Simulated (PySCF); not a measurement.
(E)-1-bromo-1-chloro-2-fluoroethene (C2HBrClF), SMILES F/C=C(\Cl)Br. Atoms are numbered in the order given.

```xyz
6

F     -1.1901    -2.4560     0.0000
C     -1.2016    -1.1258     0.0000
C     -0.0678    -0.4099     0.0000
Cl     1.4848    -1.1539     0.0000
Br    -0.1348     1.4746     0.0000
H     -2.1970    -0.6783     0.0000
```

Coordinates come from a TPSSh-D3(BJ)/def2-SVP optimisation.

Two levels are set side by side: PBE/pcSseg-1 (PySCF) and HF/pcSseg-1 (PySCF). GIAO shifts against CFCl3 (¹⁹F), HCl (³⁵Cl), TMS (¹H), TMS (¹³C) at the same level; non-relativistic, no solvent, atoms listed together averaged. Without spin–orbit terms, shifts of atoms bonded to Cl or Br come out too high at both levels. Differences are taken from unrounded values.

```json
[
 {"quantity": "δ(¹⁹F) of F1 (ppm)", "PBE": "-114.7"},
 {"quantity": "δ(¹³C) of C2 (ppm)", "PBE": "157.1"},
 {"quantity": "δ(¹³C) of C3 (ppm)", "PBE": "133.6"},
 {"quantity": "δ(³⁵Cl) of Cl4 (ppm)", "PBE": "310.4"},
 {"quantity": "δ(¹H) of H6 (ppm)", "PBE": "7.43"}
]
```

Q: These are the PBE values. What does HF give? (The exact figures need the calculation; the answer reports its results.)

A: 
```
quantity                 HF  PBE minus HF
--------------------  -----  ------------
δ(¹⁹F) of F1 (ppm)    -91.3         -23.5
δ(¹³C) of C2 (ppm)    160.3          -3.2
δ(¹³C) of C3 (ppm)    129.2           4.4
δ(³⁵Cl) of Cl4 (ppm)  208.8         101.5
δ(¹H) of H6 (ppm)      7.47         -0.04
```

Rough cost on one machine, each run with all the roots and properties that it gave: HF against PBE within a factor of 2.
